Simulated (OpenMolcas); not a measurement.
Au3+ (d8) among equal point charges was computed by CASSCF with the d shell active (OpenMolcas, ANO-RCC-VDZP on the metal). Its lowest spin-free states, and all those of the highest spin:

```
2S+1  Degeneracy  E (cm-1)
   3           1       0.0
   3           2     516.4
   3           1      2514
   3           1      4209
   3           2      4842
   1           1      9628
   1           1     12673
   1           1     13765
   1           2     13955
   3           1     14754
   1           1     16139
   1           1     16572
   3           2     20550
```

Question: Is the site octahedral, tetrahedral or cube-like, axial, or of lower symmetry?

Answer: The states with 2S+1 = 3 have orbital degeneracies 1, 2, 1, 1, 2, 1, 2. There are pairs but no triples, so the site is axial: not cubic, but with a proper or improper axis of order three or more. The run had Au3+ among 5 point charges of -1.5 e arranged as a square pyramid (C4v), 2.24 Å from the ion, with the axial distance 2.531 Å.

Without dynamic correlation the repulsion within the d shell is too large (B by tens of per cent), so at a given field states of lower spin stand too high. Real 4d8 and 5d8 ions are as a rule square planar and diamagnetic. This shell can be high or low spin here, a state of another spin lies low, and with metal d orbitals alone active their balance is uncertain, so the ground spin may be wrong. Point charges give a weaker field than real ligands, and real ions of this kind are as a rule low spin; the high spin found here belongs to the model. The ground term spreads over less than 5000 cm-1, several times less than with real ligands, so orbital moments are less quenched and χT lies further from the spin-only value than at real sites. This is an electrostatic model: the charges have no orbitals. An unlabelled pair can be two single states that coincide in this model. No measured value stands beside these numbers.
